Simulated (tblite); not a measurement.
**Question.** What does the GFN2-xTB structure of InChI=1S/C5H14SSi2/c1-7-6-8-5-3-2-4-5/h5H,2-4,7-8H2,1H3 look like in three dimensions?

**Answer.** 
```xyz
22
C5H14SSi2 angstrom
C     -3.8308    0.5374   -0.2349
Si    -3.1899   -1.2388   -0.0969
S     -1.3461   -1.3083    1.0141
Si    -0.1824    0.3085    0.2128
C      1.5895    0.0452    0.8084
C      2.5603    1.1465    0.3471
C      3.1001    0.1940   -0.7259
C      2.3945   -0.9726   -0.0249
H     -3.9211    1.0007    0.7439
H     -4.8100    0.5583   -0.7030
H     -3.1635    1.1546   -0.8311
H     -4.0685   -2.0914    0.6908
H     -2.9263   -1.7931   -1.4237
H     -0.7244    1.5735    0.7109
H     -0.2805    0.2758   -1.2473
H      1.6084   -0.1484    1.8823
H      3.3053    1.3950    1.1018
H      2.1106    2.0703   -0.0139
H      4.1833    0.1231   -0.8066
H      2.6863    0.4018   -1.7111
H      3.0720   -1.5688    0.5842
H      1.8226   -1.6438   -0.6632
```

Orientation and origin are arbitrary. Atoms count from 1 in this order. The 4-membered ring C5–C6–C7–C8 has internal angles of 88.9° to 89.5° (sum 357°, against 360° for a flat polygon); it is puckered, 0.09 Å rms from its mean plane, widest ring torsion 14°. Of the pairs four or more bonds apart, Si4···H11 is among the closest relative to their van der Waals radii: 3.27 Å, 99 % of the sum of Bondi's values. Si4 (SiH2 silicon) is tetrahedral (angles from 106.6° to 112.0°). Si2 (SiH2 silicon) is distorted tetrahedral (angles from 102.6° to 112.6°).

Bonds between heavy atoms (Å): C1–Si2 1.893, Si2–S3 2.154, S3–Si4 2.147, Si4–C5 1.888, C5–C6 1.539, C6–C7 1.533, C7–C8 1.533, C5–C8 1.542.

The geometry is computed with GFN2-xTB (gas phase).

Point group: C1 (no symmetry element, even within 0.4 Å). Its GFN2-xTB frequencies are all real (lowest 26 cm⁻¹). The numbers are those of one conformer (C1–Si2–S3–Si4 -45°, Si2–S3–Si4–C5 -166°, S3–Si4–C5–C6 -179°, Si4–C5–C6–C7 -103°, C5–C6–C7–C8 -14°, C6–C7–C8–C5 13°, Si4–C5–C8–C7 102°). 3 starts were optimised and ended at 0.00, 0.26 and 0.29 kcal/mol (GFN2-xTB); the lowest of these is shown.

On an Arm Neoverse N1 with one thread, no GPU, shared host with 64 logical CPUs at a one-minute load of 56, this took 3.4 s. These figures are those of the optimisation.
